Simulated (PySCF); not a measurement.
A side-by-side comparison of computed properties.

First species: C5H10F2Si.
Numbering: `[CH3:1]/[C:2]([CH2:3][F:4])=[C:5](/[SiH3:6])[CH2:7][F:8]` (hydrogens: H9, H10, H11 on C1; H12, H13 on C3; H14, H15, H16 on Si6; H17, H18 on C7)

Second species: C3H10FNSi.
SMILES: `NCC[SiH2]CF`

Levels: CAM-B3LYP/def2-SVPD for dipole moment, HOMO energy, LUMO energy, HOMO–LUMO gap, static isotropic polarisability and electronic spatial extent ⟨r²⟩ about the centre of nuclear charge; TDDFT CAM-B3LYP/def2-SVPD for lowest singlet excitation; TDA CAM-B3LYP/def2-SVPD for lowest triplet excitation (Tamm–Dancoff); GFN2-xTB for rotational constant A and rotational constant C. Geometries: GFN2-xTB. Each structure is a single optimised conformer of the isolated species, non-relativistic unless stated. Electronic properties by PySCF.

The conformers computed, where there is a choice (atom-mapped SMILES and torsion angles):
- `[CH3:1]/[C:2]([CH2:3][F:4])=[C:5](/[SiH3:6])[CH2:7][F:8]`: C1–C2–C3–F4 59°, C2–C5–C7–F8 165°
- `[NH2:1][CH2:2][CH2:3][SiH2:4][CH2:5][F:6]`: N1–C2–C3–Si4 -41°, C2–C3–Si4–C5 88°, C3–Si4–C5–F6 162°, H–N1–C2–C3 169°, H–N1–C2–C3 -71°

Task: Which of the two has the higher HOMO–LUMO gap, and by how much?

Result: The second: 9.93 eV against 9.14 eV, a difference of 0.79 eV.

Task: Which of the two has the higher ⟨r²⟩, and by how much?

Result: The first: 1446 bohr² against 953 bohr², a difference of 493 bohr².

Task: Which has the higher dipole moment?

Result: The second: 4.12 D against 1.63 D, a difference of 2.49 D.

Task: Which of the two has the higher static isotropic polarisability, and by how much?

Result: The first: 89.4 au against 73.4 au, a difference of 16.0 au.

Task: Which has the higher S1 energy?

Result: The second: 6.54 eV against 6.33 eV, a difference of 0.21 eV.

Task: Which of the two has the higher T1 energy, and by how much?

Result: The second: 6.24 eV against 3.91 eV, a difference of 2.33 eV.

Task: Which has the higher rotational constant A?

Result: The second: 5.190 GHz against 2.350 GHz, a difference of 2.840 GHz.

Task: Which of the two has the higher rotational constant C, and by how much?

Result: The second: 1.264 GHz against 0.763 GHz, a difference of 0.501 GHz.

On the first: In wavenumbers S1 is 51100 cm⁻¹ (1 eV = 8065.54 cm⁻¹).

On the second: The principal polarisabilities are 66.0, 72.7 and 81.4 au; their mean is the isotropic value. The dipole equals about 13.7 × 10⁻³⁰ C·m (1 D = 3.33564 × 10⁻³⁰ C·m).
